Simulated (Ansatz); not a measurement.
Species, as SMILES: N#P (N-P).
Atoms: N1, P2. Bonds: N1-P2.

Basis-set convergence of the optimised N1-P2 bond length at HF with Ansatz (a quantum-chemistry and plane-wave program). Cartesian d functions, on some or all atoms, in 6-311+G**; all else is spherical. The program fits the integrals of some runs and decomposes those of others, by size. A restricted Hartree-Fock determinant is unstable towards unrestricted orbitals. No added dispersion term, no relativity. Reference: the value in pcseg-4, 1.4454 Å, itself unsure by roughly 0.0003 Å (its mean distance from aug-pcseg-3, aug-cc-pV(Q+d)Z, cc-pV(5+d)Z).

```
basis        functions  optimised N1-P2 bond length (Å)
-----------  ---------  -------------------------------
STO-3G              14                       (withheld)
3-21G               22                       (withheld)
def2-SVP            32                       (withheld)
6-311+G**           53                           1.4514
pcseg-2             64                           1.4477
cc-pV(T+d)Z         69                       (withheld)
def2-TZVPP          73                           1.4478
def2-QZVPP         127                           1.4458
def2-QZVPPD        139                           1.4459
```

What belongs in the gaps?


- STO-3G, optimised N1-P2 bond length (Å): 1.4588
- 3-21G, optimised N1-P2 bond length (Å): 1.5105
- def2-SVP, optimised N1-P2 bond length (Å): 1.4545
- cc-pV(T+d)Z, optimised N1-P2 bond length (Å): 1.4480
